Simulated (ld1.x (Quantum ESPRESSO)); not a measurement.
# As: one change to an RRKJ potential, before and after

* Element: As
* Generator: ld1.x (Quantum ESPRESSO) 7.5
* Type: norm-conserving RRKJ (Kleinman–Bylander form)
* Functional: PBEsol
* Relativity: scalar-relativistic
* Frozen core: [Ar] 3d10
* Valence charge: 5
* Reference configuration: 4s2 4p3
* Partial waves: 4s (bound): rc 1.80 bohr; 4p (bound): rc 1.80 bohr; 4d channel at -0.15 Ry: rc 1.90 bohr
* Local potential: all-electron potential smoothed inside 1.50 bohr (lloc = -2)
* Core correction: none
* rho0: 0.005

All-electron outer shells of the reference configuration (PBEsol, scalar-relativistic, ld1.x):

| shell | level (eV) | outermost node (bohr) | outermost maximum (bohr) |
| --- | --- | --- | --- |
| 3p | -133.47 | 0.22 | 0.52 |
| 3d | -40.64 | – | 0.47 |
| 4s | -14.50 | 0.73 | 1.61 |
| 4p | -5.20 | 0.78 | 1.97 |

Change: all radii scaled by about 1.18 (s 2.12, p 2.12, d 2.24 bohr); local potential all-electron potential smoothed inside 1.76 bohr (lloc = -2).

Cutoffs: the cutoffs (Ry, on a coarse ladder) from which the occupation-weighted sum of valence levels, in a spherical-Bessel basis at the reference potential, stays within 10 and 1 mRy of its value at 400 Ry; they do not see the model core or the augmentation charge, which bear on the density cutoff. Errors are all-electron minus pseudo energies relative to the spin-unpolarised reference configuration.

Problem. What does the change do?

Solution. The potential gets softer (35 Ry and 50 Ry → 21 Ry and 35 Ry); of the 7 tests that both files solve, the error grows in 0 and shrinks in 3 by more than 15 % and 0.3 meV (median size 5.6 → 3.0 meV); neither file shows a bound ghost. A larger radius leaves more room for a smooth pseudo-wave, so fewer plane waves are needed. That the errors move this way runs against the usual rule that smaller radii transfer better.

```csv
quantity,base,changed
"cutoff, loose",35 Ry,21 Ry
"cutoff, tight",50 Ry,35 Ry
loose cutoff by channel (10 mRy a level),"s 18 Ry, p 21 Ry","s 15 Ry, p 15 Ry"
bound ghosts,none,none
"error for 4s2 4p2, meV [ΔE 9.16 eV]",-3.3,-3.0
"error for 4s2 4p1, meV [ΔE 27.10 eV]",-16,-13
"error for 4s2 4p0, meV [ΔE 54.82 eV]",-36,-21
"error for 4s1 4p0, meV [ΔE 105.45 eV]",+85,+91
"error for 4s2 4p2.5, meV [ΔE 3.56 eV]",-0.9,-0.9
"error for 4s1 4p3, meV [ΔE 19.27 eV]",+5.6,+1.9
"error for 4s2 4p3.3, meV [ΔE -1.23 eV]",+0.1,+0.1
```
